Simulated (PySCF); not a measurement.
## SiI⁺: one state, many levels of theory

State: ¹Σ⁺ (singlet), closed shell. Set-up: Si cc-pV(D+d)Z, I cc-pVDZ-PP with ECP28; scalar-relativistic core potentials (PySCF 2.14). De refers to Si⁺ + I in their high-spin ground configurations, without counterpoise correction. A positive dipole points towards I; it is taken about the centre of mass and depends on that origin.

| Level | Re (Å) | ωe (cm⁻¹) | De (eV) | μ (D) |
| --- | --- | --- | --- | --- |
| RHF | 2.325 | 465 | 2.50 | -5.64 |
| RHF-MP2 | 2.331 | 467 | 3.88 | n/a |
| RHF-SCS-MP2 | 2.333 | 464 | 3.72 | n/a |
| RHF-CCSD | 2.335 | 459 | 3.63 | n/a |
| RHF-CCSD(T) | 2.345 | 448 | 3.83 | n/a |
| PBE | 2.352 | 433 | 4.50 | -4.73 |
| PW91 | 2.351 | 433 | 4.52 | -4.74 |
| BLYP | 2.374 | 415 | 4.23 | -4.91 |
| TPSS | 2.346 | 437 | 4.34 | -4.72 |
| r²SCAN | 2.338 | 446 | 4.30 | -4.79 |
| PBE0 | 2.327 | 456 | 4.19 | -4.91 |
| CAM-B3LYP | 2.322 | 461 | 3.88 | -5.07 |

The bond length runs from 2.322 Å (CAM-B3LYP) to 2.374 Å (BLYP). De spans 2.50 eV (RHF, mean field) to 4.52 eV (PW91, GGA). Correlation at CCSD(T) changes the Hartree–Fock bond energy by +1.33 eV; the triples alone change it by +0.20 eV.

Correlated steps freeze 9 core orbitals. Correlated levels converge slowly with the basis: in double zeta they bind strong bonds too weakly, by up to about 1 eV, and carry superposition errors of some tenths. Spin–orbit coupling is left out, which matters for elements this heavy, above all for dissociation energies. For an ion De counts to the pair picked by the measured ionisation energies or electron affinities, which need not be the lowest pair at this level. Where the molecule has an RHF reference, its open-shell atoms are computed with UHF. The CCSD T1 diagnostic is raised, a sign that a single reference may not be enough here.
